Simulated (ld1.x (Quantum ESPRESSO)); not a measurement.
Transferability test, TM potential for lanthanum

```
Element                 : lanthanum (La)
Generator               : ld1.x (Quantum ESPRESSO) 7.5
Type                    : norm-conserving Troullier–Martins (Kleinman–Bylander form)
Functional              : PBE
Relativity              : scalar-relativistic
Frozen core             : [Kr] 4d10
Valence charge          : 11
Reference configuration : 4f0 5s2 5p6 5d1 6s1.75 6p0.25
Partial waves           : 5p (bound): rc 2.20 bohr; 5d (bound): rc 3.80 bohr; 4f (bound, empty): rc 0.76 bohr; 5s (bound): rc 1.85 bohr
Local potential         : the s channel
Core correction         : none
```

Occupied shells without a wave of their own: 6p, 6s. They enter only through the test configuration that unscreens the potential.

Energies are relative to the spin-unpolarised reference configuration 4f0 5s2 5p6 5d1 6s1.75 6p0.25; without spin polarisation the order of configurations can differ from experiment.

```json
{"valence configuration": "4f0 5s2 5p6 5d1 6s2 6p0", "charge": "0", "ΔE all-electron (eV)": "-0.585", "error AE − PS (meV)": "+22"}
{"valence configuration": "4f0 5s2 5p6 5d1 6s0 6p0", "charge": "+2", "ΔE all-electron (eV)": "16.269", "error AE − PS (meV)": "-327"}
{"valence configuration": "4f1 5s2 5p6 5d0 6s1 6p0", "charge": "+1", "ΔE all-electron (eV)": "5.647", "error AE − PS (meV)": "+513"}
{"valence configuration": "4f0 5s2 5p5 5d1 6s2 6p0", "charge": "+1", "ΔE all-electron (eV)": "26.387", "error AE − PS (meV)": "+39"}
{"valence configuration": "4f0 5s2 5p6 5d0 6s2 6p1", "charge": "0", "ΔE all-electron (eV)": "1.722", "error AE − PS (meV)": "+57"}
{"valence configuration": "4f0 5s2 5p6 5d2 6s1 6p0", "charge": "0", "ΔE all-electron (eV)": "0.209", "error AE − PS (meV)": "-65"}
```

**Question.** What are ΔE and the potential's error for 4f0 5s2 5p6 5d1 6s1 6p0?

**Answer.** ΔE = 5.381 eV all-electron; the error (AE − PS) is -107 meV.

The 6p, 6s levels have no wave, so the channel is fitted at the deeper level alone: the likely source of the large errors.
